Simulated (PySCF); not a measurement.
Delta-SCF ions had no search for a lower state. Excitations are Tamm–Dancoff values on a coarser integration grid. The basis has no diffuse functions, so Rydberg states are missing or too high.

Cl3Ga, SMILES `[Ga]([Cl])([Cl])[Cl]` (charge 0, multiplicity 1)

The numbers are results of PySCF 2.14.0 with ωB97X-D3(BJ)/def2-TZVP, not measurements.

- HOMO: -11.97 eV
- dipole moment: 0.00 D
- HOMO–LUMO gap: 12.18 eV
- LUMO: 0.21 eV
- S1 excitation (TDA): 6.80 eV
- S1 oscillator strength: 0.000
- T1 excitation (TDA): 6.38 eV
- S1–T1 gap (TDA): 0.42 eV
- vertical ionisation energy (Delta-SCF): 12.18 eV
- total energy: -3305.6451 Ha
- cost: very roughly 110 core-seconds

```xyz
4

Cl    -1.2162    -1.7235     0.0443
Ga    -0.0009    -0.0025     0.0024
Cl    -0.8839     1.9107    -0.0205
Cl     2.0975    -0.1948    -0.0190
```
Charge 0, spin multiplicity 1.
